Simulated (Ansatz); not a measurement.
Consider the redistribution: `[F][Ga]([F])[O][SiH3]` + `[AlH2][Br]` → `[F][GaH][F]` + `[SiH3][O][AlH][Br]`.

Computed with Ansatz on PBE0-D4/def2-TZVP structures; ΔE is electronic, products minus reactants. CBS: MP2 limit from def2 TZ/QZ plus the TZ coupled-cluster correction, frozen cores. DFT in def2-TZVPP. B3LYP here is the variant with VWN-RPA as its local correlation; programs differ in this. For Br, Ga outer-core shells are correlated without core-valence functions, which leaves a few kJ/mol of doubt a bond. Scalar relativity is left out up to krypton. One conformer a species, not always the lowest.

Q: Is it downhill or uphill in electronic energy at CCSD(T)/CBS, and by how much? (An estimate is asked.)

A: The calculation gave: Downhill: ΔE = -114.2 kJ/mol.

Q: What do these levels give: PBE-D4, B3LYP-D4, ωB97X-V, ωB97M-V, PBE, revPBE, r2SCANh, r2SCAN0, MP2/def2-TZVPP, MP2/def2-QZVPP, SCS-MP2/def2-QZVPP, CCSD/CBS(def2)? (Estimate.)

A: Computed: PBE-D4 -115.3, B3LYP-D4 -119.4, ωB97X-V -113.1, ωB97M-V -118.8, PBE -114.9, revPBE -112.1, r2SCANh -118.1, r2SCAN0 -117.5, MP2/def2-TZVPP -109.6, MP2/def2-QZVPP -113.5, SCS-MP2/def2-QZVPP -111.1, CCSD/CBS(def2) -114.8 kJ/mol.

Q: What do rigid-rotor, harmonic-oscillator terms from PBE0-D4/def2-TZVP frequencies (298.15 K, 1 bar) make of the CCSD(T)/CBS value? (Estimate.)

A: Ansatz gave: ΔZPE = +2.6 kJ/mol, ΔH = -112.5 kJ/mol, ΔS = 5 J/(mol·K), ΔG = -114.0 kJ/mol. Modes under 50 cm⁻¹ make the entropy rough.

Largest T1 diagnostic among the species: 0.015.

Leaving LDA and LC-ωPBE aside and taking each functional with its dispersion term where it has one, the values, not all of them listed here, spread over 9.6 kJ/mol, from CAM-B3LYP-D4 to PBE-QIDH. LDA lies −6.7 kJ/mol from PBE without D4. At CCSD(T), def2-SVP lies +16.4 kJ/mol from the extrapolated value and def2-TZVPP +6.1 kJ/mol.
